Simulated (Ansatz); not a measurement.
Computed with Ansatz on PBE0-D4/def2-TZVP structures; ΔE is electronic, products minus reactants. CCSD(T)/CBS is the MP2 limit (def2-TZVPP, def2-QZVPP) plus CCSD(T) − MP2 in def2-TZVPP, frozen cores. Functionals use def2-TZVPP. One conformer a species, not always the lowest.

Reaction (ligand exchange at the Si–N bond): `O[SiH2]N[Si](O)(F)F` + `C[SiH](O)F` → `C[SiH](F)O[SiH2]O` + `N[Si](O)(F)F`

Problem. Is it downhill or uphill in electronic energy at CCSD(T)/CBS, and by how much? (An estimate is asked.)

Solution. Ansatz gave: Downhill: ΔE = -57.1 kJ/mol.

Problem. What do these levels give: r2SCAN-D4, PBE0-D4, ωB97X-V, ωB97M-V, B2PLYP, r2SCAN, HF/def2-TZVPP, MP2/def2-TZVPP, CCSD/def2-TZVPP, MP2/def2-QZVPP, MP2/CBS(def2), CCSD/CBS(def2)? (An estimate is asked.)

Solution. The calculation gave: r2SCAN-D4 -56.3, PBE0-D4 -52.4, ωB97X-V -56.5, ωB97M-V -55.4, B2PLYP -59.2, r2SCAN -56.5, HF/def2-TZVPP -70.7, MP2/def2-TZVPP -56.2, CCSD/def2-TZVPP -58.7, MP2/def2-QZVPP -57.1, MP2/CBS(def2) -56.9, CCSD/CBS(def2) -59.4 kJ/mol.

Largest T1 diagnostic among the species: 0.011.

The D4 term adds +3.1 kJ/mol with B3LYP and +1.4 kJ/mol with PBE0; it sums over pairs of atoms, weighted by their polarisabilities, and B3LYP, whose exchange is more repulsive, gets the larger term. In def2-TZVPP, CCSD(T) changes the Hartree–Fock value by +14.3 kJ/mol (the triples alone add +2.3 kJ/mol) and MP2 by +14.5 kJ/mol.

B3LYP here is the variant with VWN-RPA as its local correlation; programs differ in this.
